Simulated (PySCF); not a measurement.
These 2 structures share the formula C6H16O2Si. Theory: PBE0-D3(BJ)/def2-SVP geometry optimisation, gas phase (PySCF). Energies are electronic, without zero-point or thermal terms, for one conformer each. No frequencies were run at this level. Point groups hold within 0.08 Å.

Problem. Rank from lowest to highest electronic energy at this level (kJ/mol).
A. `[CH3:1][CH2:2][O:3][Si:4]([CH3:5])([CH3:6])[O:7][CH2:8][CH3:9]` with C1–C2–O3–Si4 -179°, C2–O3–Si4–C5 71°, O3–Si4–O7–C8 53°, Si4–O7–C8–C9 -168°
B. `[CH3:1][CH:2]([CH3:3])[O:4][C:5]([CH3:6])([CH3:7])[O:8][SiH3:9]` with C1–C2–O4–C5 -108°, C2–O4–C5–C6 59°, O4–C5–O8–Si9 -72°

Solution. A (0.0), B (178.7).

As drawn, the lower has an Si–C bond, which the higher lacks.

| SMILES | E (Eh) | E rel (kJ/mol) | dipole (D) | point group | A, B, C (MHz) |
| --- | --- | --- | --- | --- | --- |
| CCO[Si](C)(C)OCC | -677.38079 | 0.0 | 1.50 | C1 | 1561, 833.1, 675.8 |
| CC(C)OC(C)(C)O[SiH3] | -677.31273 | 178.7 | 0.63 | C1 | 1767, 1020, 778.4 |
